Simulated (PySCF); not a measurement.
Computed properties of C₄H₆BF, SMILES C#CB(F)CC

C₄H₆BF, SMILES C#CB(F)CC. Geometry optimised at PBE0-D3(BJ)/def2-SVP. This is a generated structure with no PubChem entry under its InChIKey; it may be hypothetical. The values are those of a single conformer. All values are computed for the isolated molecule unless a solvent is named; none is compared with measurement here.

**Structure.** The optimised structure has Cs symmetry. All 30 harmonic modes at PBE0-D3(BJ)/def2-SVP (PySCF) are real, so it is a minimum. With heavy atoms numbered as in [CH:1]#[C:2][B:3]([F:4])[CH2:5][CH3:6], the shortest bond between them is C1–C2 at 1.217 Å and the longest B3–C5 at 1.565 Å.

**Vibrations.** The strongest infrared lines (harmonic, unscaled, degenerate partners summed) lie at 1280 cm⁻¹ (186 km/mol, B 40 %, C 28 %, H 20 %, F 12 %), 1146 cm⁻¹ (183 km/mol, B 56 %, H 34 %), 1393 cm⁻¹ (131 km/mol, H 52 %, B 30 %, C 11 %). The softest mode is at 28 cm⁻¹ and the zero-point energy is 57.3 kcal/mol.

**Electronic structure.** B3LYP/def2-TZVP (PySCF) places the frontier levels at -8.10 and -1.70 eV, a gap of 6.40 eV, and gives a dipole moment of 1.54 D and a mean polarisability of 58.7 bohr³. PBE/def2-TZVP (PySCF) at the same geometry gives -7.09 and -2.43 eV, so its gap is 1.74 eV narrower. An orbital gap is neither the optical nor the fundamental gap.

**Excitations.** TDA-B3LYP/def2-SVPD (PySCF) has S1 at 4.88 eV (254 nm, f = 0.000, dark); the most intense of the 10 singlets computed lies at 8.02 eV (f = 0.08). T1 (TDA) is at 4.40 eV, 0.48 eV under S1. TDA-PBE/def2-SVPD (PySCF) puts S1 at 4.73 eV. No vertical singlet excitation falls in the visible range (under 3.1 eV).

**NMR.** GIAO shifts at PBE0/pcSseg-1 (PySCF) (non-relativistic, atoms alike by connectivity averaged): ¹³C from 11.5 to 109.4 ppm against TMS; ¹H from 1.2 to 3.4 ppm against TMS; ¹⁹F at -21.3 ppm against CFCl3; ¹¹B at 35.0 ppm against BF3.
